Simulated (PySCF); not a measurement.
Job file and geometry (Å, from GFN2-xTB) of an NMR shielding run on `N#C[C@@]1(F)CCC12CCC2`, C8H10FN, GIAO PBE0/pcSseg-1 NMR shielding, non-relativistic, gas phase (PySCF); density fitting, a coarse starting grid and PySCF grid level 2 are the driver's defaults:

```
$ OMP_NUM_THREADS=1 python probes_run.py task.json out

{"job": {"kind": "nmr", "xc": "PBE0", "basis": "pcSseg-1"}, "charge": 0, "multiplicity": 1}
N     -1.858342     2.675658     0.858799
C     -1.594914     1.565302     0.795491
C     -1.245447     0.169864     0.667014
F     -1.362117    -0.451051     1.895288
C     -1.975157    -0.546425    -0.484970
C     -0.683708    -0.493857    -1.313679
C      0.103328    -0.066826    -0.063980
C      1.111048    -1.044433     0.555282
C      2.236327    -0.025738     0.315841
C      1.193031     1.010609    -0.131137
H     -2.256477    -1.553551    -0.185549
H     -2.842516    -0.028443    -0.888359
H     -0.373198    -1.434036    -1.763759
H     -0.702723     0.281534    -2.077661
H      1.208231    -1.992130     0.028665
H      0.917944    -1.243316     1.607423
H      2.921739    -0.317631    -0.476278
H      2.810155     0.245683     1.198309
H      1.345726     1.438732    -1.120057
H      1.041922     1.820734     0.580281
```

Question: Write the output of this run.

Answer: 
```
coarse grid: 17040 points
cycle   1  E = -464.6433330801  dE =  1.561e+00  |g| = 6.809e-01  |ddm| = 4.194e+00
cycle   2  E = -464.4436363765  dE =  1.997e-01  |g| = 1.226e+00  |ddm| = 1.466e+00
cycle   3  E = -464.7303544866  dE = -2.867e-01  |g| = 2.282e-01  |ddm| = 9.963e-01
cycle   4  E = -464.7410050466  dE = -1.065e-02  |g| = 6.520e-02  |ddm| = 1.976e-01
cycle   5  E = -464.7418045669  dE = -7.995e-04  |g| = 1.871e-02  |ddm| = 5.946e-02
cycle   6  E = -464.7418711133  dE = -6.655e-05  |g| = 4.553e-03  |ddm| = 1.922e-02
cycle   7  E = -464.7418750936  dE = -3.980e-06  |g| = 1.137e-03  |ddm| = 5.272e-03
final grid: 165984 points
cycle   8  E = -464.8115206566  dE = -6.909e-05  |g| = 1.039e-02  |ddm| = 5.364e-02
cycle   9  E = -464.8115018875  dE =  1.877e-05  |g| = 1.418e-02  |ddm| = 2.348e-02
cycle  10  E = -464.8115469912  dE = -4.510e-05  |g| = 1.433e-03  |ddm| = 1.358e-02
cycle  11  E = -464.8115473298  dE = -3.386e-07  |g| = 3.482e-04  |ddm| = 1.404e-03
cycle  12  E = -464.8115473426  dE = -1.274e-08  |g| = 2.079e-04  |ddm| = 3.415e-04
cycle  13  E = -464.8115473509  dE = -8.354e-09  |g| = 7.319e-05  |ddm| = 1.815e-04
cycle  14  E = -464.8115473520  dE = -1.074e-09  |g| = 1.555e-05  |ddm| = 6.566e-05
cycle  15  E = -464.8115473520  dE = -5.036e-11  |g| = 3.525e-06  |ddm| = 1.557e-05
converged SCF energy = -464.8115473520

GIAO shielding tensors (ppm)
atom      isotropic    diamagn.    paramagn.     s11        s22        s33       span
  0 N      -47.722     339.954    -387.676   -213.756   -187.717    258.308    472.064
  1 C       64.598     262.785    -198.187    -54.001    -46.899    294.693    348.694
  2 C       98.640     241.181    -142.541     66.272     88.285    141.364     75.092
  3 F      348.392     472.349    -123.957    322.177    339.158    383.840     61.663
  4 C      153.893     253.214     -99.321    135.638    146.024    180.017     44.379
  5 C      156.729     247.104     -90.376    130.990    158.592    180.605     49.615
  6 C      139.853     250.643    -110.790    124.694    136.914    157.952     33.258
  7 C      159.304     246.085     -86.781    135.228    161.989    180.695     45.467
  8 C      173.355     252.810     -79.455    165.568    169.630    184.867     19.299
  9 C      155.521     246.263     -90.742    137.345    148.766    180.452     43.107
 10 H       29.298      30.066      -0.767     26.254     27.193     34.448      8.193
 11 H       29.147      29.385      -0.237     25.558     26.833     35.052      9.494
 12 H       29.672      30.823      -1.150     26.419     27.424     35.174      8.755
 13 H       29.813      31.027      -1.214     27.024     27.950     34.467      7.443
 14 H       29.915      30.985      -1.069     26.197     27.971     35.578      9.381
 15 H       28.788      30.548      -1.760     25.308     28.454     32.603      7.295
 16 H       29.700      30.308      -0.607     26.461     26.755     35.885      9.423
 17 H       29.825      29.732       0.094     26.228     26.566     36.682     10.454
 18 H       29.737      31.284      -1.547     26.242     28.067     34.902      8.659
 19 H       29.113      31.615      -2.502     25.664     28.772     32.903      7.239
```

Size and cost of the density-fitted run: 220 basis functions, 57 s wall time on 1 thread of an Arm Neoverse V2, shared host; peak memory 1 GiB.
